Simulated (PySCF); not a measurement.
# Spinor energies of Ga¹²⁺ (gallium, charge +12)

Start: [Ar] 3d1; 3d5/2 filled at m_j = +5/2. Calculated with PySCF 2.14 in an even-tempered Gaussian basis (17 s from 0.88 bohr⁻², ratio 2.8; 12 p from 1.1 bohr⁻², ratio 2.8; 8 d from 1.1 bohr⁻², ratio 2.8; 4 f from 3.4 bohr⁻², ratio 3): generalised Hartree-Fock with the X2C-1e Hamiltonian and a Gaussian nucleus; one run each with spin-orbit coupling (SO) screened by Boettger's factors, then bare. This is a chosen level, not necessarily the ground level.

```json
{"spinor shell": "1s1/2", "electrons": "2", "ε, screened SO (eV)": "-10808.9", "ε, bare SO (eV)": "-10808.9", "weight of nominal j (bare SO)": "1.000", "rms radius, bare SO (bohr)": "0.0561"}
{"spinor shell": "2s1/2", "electrons": "2", "ε, screened SO (eV)": "-1714.0", "ε, bare SO (eV)": "-1714.0", "weight of nominal j (bare SO)": "1.000", "rms radius, bare SO (bohr)": "0.234"}
{"spinor shell": "2p1/2", "electrons": "2", "ε, screened SO (eV)": "-1554.1", "ε, bare SO (eV)": "-1555.5", "weight of nominal j (bare SO)": "0.999", "rms radius, bare SO (bohr)": "0.207"}
{"spinor shell": "2p3/2", "electrons": "4", "ε, screened SO (eV)": "-1526.7", "ε, bare SO (eV)": "-1526.0", "weight of nominal j (bare SO)": "0.999", "rms radius, bare SO (bohr)": "0.211"}
{"spinor shell": "3s1/2", "electrons": "2", "ε, screened SO (eV)": "-495.77", "ε, bare SO (eV)": "-495.78", "weight of nominal j (bare SO)": "1.000", "rms radius, bare SO (bohr)": "0.628"}
{"spinor shell": "3p3/2", "electrons": "4", "ε, screened SO (eV)": "-433.39", "ε, bare SO (eV)": "-433.30", "weight of nominal j (bare SO)": "0.960", "rms radius, bare SO (bohr)": "0.635"}
{"spinor shell": "3p1/2", "electrons": "2", "ε, screened SO (eV)": "-437.47", "ε, bare SO (eV)": "-437.69", "weight of nominal j (bare SO)": "0.920", "rms radius, bare SO (bohr)": "0.629"}
{"spinor shell": "3d5/2", "electrons": "1", "ε, screened SO (eV)": "-357.34", "ε, bare SO (eV)": "-357.19", "weight of nominal j (bare SO)": "1.000", "rms radius, bare SO (bohr)": "0.601"}
```

| quantity | screened SO | bare SO |
| --- | --- | --- |
| E (hartree) | -1880.77063 | -1880.77480 |
| M_J | 5/2 | 5/2 |
| ⟨J²⟩ | 8.753 | 8.753 |
| ⟨L²⟩ | 6.004 | 6.004 |
| ⟨S²⟩ | 0.752 | 0.752 |

Each row is a mean over spinors that exchange with the open shell spreads, by up to 10.080 eV (3p3/2).
